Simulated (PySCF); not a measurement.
This PySCF input asks for the NMR shieldings of SMILES C[C@@H]1C[C@]12C[C@@H]2S[SiH3], C₆H₁₂SSi; the geometry comes from GFN2-xTB.

```python
import basis_set_exchange as bse
import numpy as np
from pyscf import gto, dft
from pyscf.prop import nmr

atoms = """
C    -2.419865    0.384372    0.881247
C    -1.122012    0.656430    0.163643
C    -1.015569    0.428541   -1.329794
C    -0.326901   -0.470743   -0.373353
C    -0.213439   -1.926258   -0.130721
C     1.017548   -1.051082   -0.194206
S     1.929333   -0.756958    1.338406
Si    2.959066    1.039429    0.804996
H    -2.914679   -0.483467    0.452378
H    -2.232221    0.188876    1.935509
H    -3.087299    1.241027    0.803807
H    -0.570562    1.499436    0.566332
H    -0.422980    1.113251   -1.919722
H    -1.884098    0.046769   -1.847661
H    -0.501459   -2.304877    0.839246
H    -0.385651   -2.616906   -0.944872
H     1.679364   -1.147541   -1.045861
H     1.992662    2.111408    0.591043
H     3.685915    0.778097   -0.433055
H     3.827699    1.280872    1.941082
"""
names = dict.fromkeys(["C", "S", "Si", "H"], "pcSseg-1")
basis = {el: gto.basis.parse(bse.get_basis(n, elements=[el], fmt="nwchem")) for el, n in names.items()}
mol = gto.M(atom=atoms, basis=basis, charge=0, verbose=0)
mf = dft.RKS(mol, xc="PBE0")
mf.grids.level = 2
mf.grids.alignment = dft.numint.BLKSIZE   # the property module wants whole blocks of grid points
mf.conv_tol = 1e-9
mf.kernel()

calc = nmr.RKS(mf)   # GIAO
C = mf.mo_coeff
Co = C[:, mf.mo_occ > 0]
resp = mf.gen_response(singlet=True, hermi=2)
def vind(x):   # induced exchange potential for any number of trial vectors
    d = np.einsum("pi,xij,qj->xpq", C, 2 * x.reshape(-1, C.shape[1], Co.shape[1]), Co, optimize=True)
    return np.einsum("xpq,pi,qj->xij", resp(d - d.transpose(0, 2, 1)), C, Co, optimize=True).ravel()
mo1, _ = nmr.rhf.solve_mo1(calc, with_cphf=vind)
sigma = calc.kernel(mo1)
for i, s in enumerate(sigma):   # ppm
    print("%2d %-2s %9.2f" % (i, mol.atom_pure_symbol(i), np.trace(s) / 3))
```

Task: Give the expected output.

Result: 
```
 0 C     167.13
 1 C     171.29
 2 C     168.79
 3 C     160.15
 4 C     171.18
 5 C     160.37
 6 S     653.85
 7 Si    405.68
 8 H      31.35
 9 H      30.20
10 H      30.04
11 H      30.22
12 H      30.66
13 H      31.21
14 H      30.77
15 H      30.53
16 H      29.63
17 H      27.23
18 H      27.21
19 H      27.28
```

These numbers come from an equivalent density-fitted implementation of the same equations, which agrees with the script to about 0.01 ppm for H and up to a few tenths of a ppm for heavy atoms, so last digits may differ.

Task: Turn these shieldings into chemical shifts. Referencing at the same level of theory: TMS for 13C (σref 186.93), 29Si (σref 349.16), 1H (σref 31.72); 33S (σref 503.73) vs CS2.

Result: Averaging equivalent atoms: C 3: 26.8; C 5: 26.6; C 0: 19.8; C 2: 18.1; C 4: 15.7; C 1: 15.6; S 6: -150; Si 7: -56.5; H 17/18/19: 4.48; H 16: 2.08; H 11: 1.50; H 8/9/10: 1.19; H 15: 1.18; H 12: 1.06; H 14: 0.95; H 13: 0.51 ppm. 

Size and cost of the density-fitted run: 210 basis functions, 72 s wall time on 1 thread of an Arm Neoverse N1, shared host; peak memory 1 GiB.
